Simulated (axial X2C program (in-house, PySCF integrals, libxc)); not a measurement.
# Worked dissociation energy of PbF⁻: PBE0, without spin–orbit coupling

Calculated with an in-house all-electron X2C program for linear molecules (integrals from PySCF). Spin-free means the one-electron spin-free X2C Hamiltonian. Basis: Pb dyall-acv3z [13s15p11d8f1g], F dyall-av3z [7s6p3d2f] (cores contracted in-house); Gaussian nuclei, density fitting, unrestricted open shells. Masses: Pb 207.977 u, F 18.998 u.

Molecular state: M_S = 1, Λ = 0 (beyond evenly filled blocks: π+α, π-α).

- E(Pb) (2M_S = 2, M_L = 0): -20885.978171 hartree
- E(F-) (2M_S = 0, M_L = 0): -99.888777 hartree
- E(PbF⁻) at Re: -20985.962011 hartree
- ωe: 407.9 cm⁻¹
- ωexe: 2.6 cm⁻¹

Question: Work out De and D0.

Answer: De = -20885.978171 + (-99.888777) − (-20985.962011) = 0.09506 hartree = 2.587 eV. The zero-point energy is ωe/2 − ωexe/4 = 203 cm⁻¹ = 0.025 eV, so D0 = 2.562 eV.

The state is one determinant whose occupation by symmetry is held fixed; it was picked as the lowest of a PBE0 search that is not exhaustive. Dissociation energies refer to the lowest single-determinant-based atoms at the same level and basis. PBE0 can misorder states that lie within some tenths of an eV, so this need not be the ground state of the molecule. The nearest other spin-free determinant of the search, M_S = 0, Λ = 2, lies 0.60 eV up at the distance of the search. The highest occupied level of some functionals is positive through self-interaction error; at Hartree–Fock it is bound. Spin–orbit coupling changes these values markedly for this molecule (Re by over 0.02 Å or De by over 0.25 eV), so the spin-free numbers are a model. Spin-free De lacks the spin–orbit lowering of the heavy p-block atom, a tenth of an eV or more for 4p and 5p, up to an eV for 6p and one to two eV for 7p atoms, less what an open-shell molecule gains itself.

Each atomic determinant is the lowest at this level and need not be a pure term. Totals compare only within one Hamiltonian and basis.
